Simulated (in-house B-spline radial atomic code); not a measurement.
The numbers below are computed, except where a source is named.
# Ghost states of the separable form: Ag

Ag, [Kr] 4d10 5s1, non-relativistic LDA (VWN5), spherical and spin-unpolarised, from a B-spline radial code for spherical atoms (atomic units; all potentials screened as in the neutral atom).

Troullier-Martins channels: 5s (ε = -0.1574, r_c = 2.543 bohr), 4d (ε = -0.2987, r_c = 1.044 bohr). In the Kleinman-Bylander form one channel serves as the local potential, and each other channel l becomes |δV u><u δV|/<u|δV|u>, with δV = V_l − V_local and u the pseudo-orbital. Its strength is E_KB = <u|δV²|u>/<u|δV|u>. By the analysis of Gonze, Stumpf and Scheffler a spurious state lies below the reference level ε if E_KB > 0 and ε is above the second level of the local potential alone, or if E_KB < 0 and ε is above its first. The table's levels are those of angular momentum l in a sphere of 9 bohr, whose wall can lift a shallow ε a little above its free-atom value.

| local | channel | <u δV u> | <u δV² u> | ε | first local level | second local level |
| --- | --- | --- | --- | --- | --- | --- |
| s | d | -4.1607 | 32.476 | -0.2987 | 0.1044 | 0.3467 |
| d | s | 0.19352 | 0.83053 | -0.1565 | -8.3516 | -1.2755 |

(1) Apply the rule to each row.

Diagonalising the separable Hamiltonian gives:

```json
{"local": "s", "channel": "d", "three lowest levels": "-0.2987, 0.1236, 0.4099", "all-electron, two lowest valence levels": "-0.2987, 0.1222"}
{"local": "d", "channel": "s", "three lowest levels": "-6.3499, -0.1565, 0.1107", "all-electron, two lowest valence levels": "-0.1565, 0.1114"}
```

(2) Which choices of local channel are safe?

Answers

(1) Local s, channel d: E_KB = -7.81, so ε = -0.2987 is set against 0.1044: no ghost. Local d, channel s: E_KB = +4.29, so ε = -0.1565 is set against -1.2755: a ghost.

(2) Free of ghosts: s. With d local the s channel has a ghost 6.19 hartree below ε, since the local potential binds more than one state below ε, and a repulsive term of rank one raises each level at most to the next, so it clears only one of them. Among the safe choices the second level, which tests transfer, is off by at most 1.4 millihartree (s local).
